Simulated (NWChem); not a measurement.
Species: GaHI2; SMILES [I][GaH][I]

```xyz
4

Ga     0.0000     0.0000    -0.9753
H      0.0000     0.0000    -2.5317
I     -2.1221     0.0000     0.3091
I      2.1221     0.0000     0.3091
```
Atoms are numbered in this order, from 1.

All runs: NWChem. Medium grid unless said otherwise, to which SCAN and Minnesota functionals are sensitive. Structure relaxed at the PBE0/def2-SVP level. def2 effective core potentials on I; no spin-orbit coupling. B3LYP is NWChem's, with the RPA form of VWN correlation. Total energies of different functionals are on different scales.

```json
[
 {"level": "B3LYP/def2-SVP", "energy (Ha)": "-2520.9464", "highest occupied level (eV)": "-7.35", "orbital gap (eV)": "5.15", "dipole (D)": "0.93"},
 {"level": "PBE/def2-SVP", "energy (Ha)": "-2520.3885", "highest occupied level (eV)": "-6.51", "orbital gap (eV)": "3.80", "dipole (D)": "0.84"},
 {"level": "TPSSh/def2-SVP", "energy (Ha)": "-2520.5127", "highest occupied level (eV)": "-7.08", "orbital gap (eV)": "4.72", "dipole (D)": "0.93"},
 {"level": "revPBE/def2-SVP", "energy (Ha)": "-2520.6477", "highest occupied level (eV)": "-6.46", "orbital gap (eV)": "3.85", "dipole (D)": "0.84"},
 {"level": "OLYP/def2-SVP", "energy (Ha)": "-2521.8209", "highest occupied level (eV)": "-6.30", "orbital gap (eV)": "3.92", "dipole (D)": "0.85"},
 {"level": "M06-2X/def2-SVP", "energy (Ha)": "-2520.5572", "highest occupied level (eV)": "-8.80", "orbital gap (eV)": "7.32", "dipole (D)": "1.19"},
 {"level": "PW91/def2-SVP", "energy (Ha)": "-2521.0526", "highest occupied level (eV)": "-6.54", "orbital gap (eV)": "3.77", "dipole (D)": "0.83"},
 {"level": "SCAN/def2-SVP", "energy (Ha)": "-2521.0858", "highest occupied level (eV)": "-6.84", "orbital gap (eV)": "4.23", "dipole (D)": "0.95"},
 {"level": "N12/def2-SVP", "energy (Ha)": "-2523.2576", "highest occupied level (eV)": "-6.19", "orbital gap (eV)": "3.80", "dipole (D)": "0.74"},
 {"level": "LRC-wPBEh/def2-SVP", "energy (Ha)": "-2520.5072", "highest occupied level (eV)": "-9.45", "orbital gap (eV)": "8.99", "dipole (D)": "1.10"}
]
```
